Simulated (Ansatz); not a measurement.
System: CH₃Li, net charge 0, singlet state. 
Geometry from a B3LYP-D3(BJ)/def2-TZVP (Ansatz, a quantum-chemistry and plane-wave program) optimisation:
SMILES: [Li][CH3]
```xyz
5

Li    -1.1054    -0.6446    -0.9312
C      0.2701     0.1575     0.2275
H      0.8519    -0.5947     0.7758
H     -0.1547     0.8270     0.9867
H      0.9987     0.7566    -0.3338
```

Wanted: vertical triplet-singlet gap (E(triplet) - E(singlet); each state is the SCF solution reached for its spin; the molecule has degenerate orbitals, so one determinant may break the symmetry), in kJ/mol. Cores are frozen in the correlated levels unless marked. UHF or UKS for open shells. Spin-orbit coupling is left out. No relativistic terms. CBS marks a two-point X^-3 extrapolation of the correlation energy; Hartree-Fock from the larger set.

CCSD(T)/CBS(def2-TZVPPD,def2-QZVPPD) (Ansatz) gives 286.0 kJ/mol.

### Question
Another calculation gave 308.0 kJ/mol. Which level was it?
A. PBE/def2-TZVPD (Ansatz)
B. wB97M-V/def2-TZVPD (Ansatz)
C. r2SCAN/def2-TZVPD (Ansatz)
D. wB97X-V/def2-TZVPD (Ansatz)

### Answer
B, wB97M-V/def2-TZVPD (Ansatz). The others give 273.5 (PBE), 287.8 (wB97X-V), 260.2 (r2SCAN) kJ/mol.
